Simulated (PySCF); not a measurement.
Electron correlation in Ga⁺ (gallium, charge +1)

[Ar] 3d10 4s1 4d1, high-spin 3D determinant (an excited configuration). Calculation: PySCF 2.14, in x2c-TZVPPall with one added diffuse shell each of s, p, d type (7s6p5d1f, 57 functions); the spin-free X2C one-electron Hamiltonian (Gaussian nucleus). Frozen: [Ar] 3d10; 2 electrons correlated.

With two correlated electrons CCSD is exact within the correlated space (frozen core and kept virtual orbitals).

```csv
level,correlation energy (mhartree)
CCSD,-4.25
```

Diagnostics: T1 = 0.0075, D1 = 0.0149, largest double amplitude 0.038.

The outer electron is Rydberg-like, and this basis confines it to a smaller radius and binds it less than a complete one would.

Cost of the coupled-cluster step: about 0.29 core-seconds, for 2 correlated electrons.
